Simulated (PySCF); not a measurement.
SMILES CB(C)c1ccccc1, C$_{8}$H$_{11}$B

Geometry:
```csv
atom,x (Å),y (Å),z (Å)
C1,-2.189,-1.122,-0.123
B2,-1.317,0.191,-0.063
C3,-1.990,1.617,-0.106
C4,0.249,0.076,0.043
C5,0.893,-1.175,0.086
C6,2.278,-1.283,0.179
C7,3.062,-0.131,0.232
C8,2.454,1.124,0.191
C9,1.068,1.220,0.098
H10,-1.888,-1.747,-0.982
H11,-3.270,-0.939,-0.196
H12,-2.008,-1.748,0.769
H13,-1.723,2.197,0.796
H14,-3.086,1.594,-0.184
H15,-1.598,2.205,-0.955
H16,0.294,-2.088,0.045
H17,2.750,-2.268,0.211
H18,4.149,-0.211,0.305
H19,3.065,2.029,0.232
H20,0.609,2.211,0.067
```

The calculation used TDDFT CAM-B3LYP/aug-cc-pVDZ excited states, vertical, gas phase in PySCF 2.14.0. Geometry: PBE0-D3(BJ)/def2-SVP.

**Question.** How strongly do the lowest singlets absorb one photon, and two photons of half the energy?

**Answer.** δ for parallel linear polarisation; σ at the peak of a Lorentzian of half width 0.1 eV, single beam; Ω is circular over linear.
```csv
state,E (eV),f,photon λ (nm),δ (au),σ (GM),Ω,main
S1,4.97,0.017,499,14.9,0.14,1.50,"HOMO→LUMO 0.78, HOMO−1→LUMO+4 0.19"
S2,5.37,0.233,462,235,2.49,0.80,HOMO−1→LUMO 0.91
S3,5.73,0.000,433,0.22,0.00,1.50,HOMO−3→LUMO 0.95
S4,5.85,0.000,424,0.32,0.00,1.50,HOMO−2→LUMO 0.91
S5,6.47,0.000,383,91.2,1.40,1.50,"HOMO→LUMO+1 0.80, HOMO→LUMO+2 0.09"
S6,6.50,0.228,382,5.65,0.09,1.50,"HOMO−1→LUMO+4 0.71, HOMO→LUMO 0.21"
```
